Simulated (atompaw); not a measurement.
## Which change was made? (Rh, PAW (atompaw))

atompaw 4.2.0.5 input, output lines left out:

```
Rh 45
GGA-PBESOL loggrid 1500 logderivrange -3 5 201
5 5 4 0 0 0
5 0 0
5 1 1
4 2 8
0 0 0
c
c
c
c
v
c
c
c
v
c
v
2
3.00 2.55 2.75 2.10
y
1.85
n
y
1.95
n
y
0.55
n
custom rrkj vanderbiltortho sinc
bessel
3.00
3.00
3.00
3.00
3.00
1.85
```

Cutoffs, loose and tight: the cutoffs (Ry, on a coarse ladder) from which the occupation-weighted sum of valence levels, in a spherical-Bessel basis at the reference potential, stays within 10 and 1 mRy of its value at 400 Ry. They see the waves, projectors and local potential, not the compensation charge or the core.

The base gives: outcome: generated; cutoff, loose: 10 Ry; cutoff, tight: 18 Ry; bound ghosts: none.

**Question.** After one change the result is: outcome: generated; cutoff, loose: 15 Ry; cutoff, tight: 21 Ry; bound ghosts: none. Which change was it?
A. all radii scaled by about 1.23 (s 3.68, p 3.68, d 3.68 bohr); local potential bessel scheme, radius 3.38 bohr; augmentation sinc compensation charge, radius 3.14 bohr; PAW radius 3.68 bohr; waves and projectors: custom rrkj vanderbiltortho; core correction smooth core density matched at 2.58 bohr
B. all radii scaled by about 0.90 (s 2.70, p 2.70, d 2.70 bohr); local potential bessel scheme, radius 2.48 bohr; augmentation sinc compensation charge, radius 2.30 bohr; PAW radius 2.70 bohr; waves and projectors: custom rrkj vanderbiltortho; core correction smooth core density matched at 1.90 bohr
C. all radii scaled by about 0.77 (s 2.30, p 2.30, d 2.30 bohr); local potential bessel scheme, radius 2.10 bohr; augmentation sinc compensation charge, radius 1.96 bohr; PAW radius 2.30 bohr; waves and projectors: custom rrkj vanderbiltortho; core correction smooth core density matched at 1.60 bohr

**Answer.** B. The others give: all radii scaled by about 1.23 (s 3.68, p 3.68, d 3.68 bohr); local potential bessel scheme, radius 3.38 bohr; augmentation sinc compensation charge, radius 3.14 bohr; PAW radius 3.68 bohr; waves and projectors: custom rrkj vanderbiltortho; core correction smooth core density matched at 2.58 bohr → outcome: generated; cutoff, loose: 8 Ry; cutoff, tight: 8 Ry; bound ghosts: none | all radii scaled by about 0.77 (s 2.30, p 2.30, d 2.30 bohr); local potential bessel scheme, radius 2.10 bohr; augmentation sinc compensation charge, radius 1.96 bohr; PAW radius 2.30 bohr; waves and projectors: custom rrkj vanderbiltortho; core correction smooth core density matched at 1.60 bohr → outcome: generated; cutoff, loose: 21 Ry; cutoff, tight: 35 Ry; bound ghosts: none.
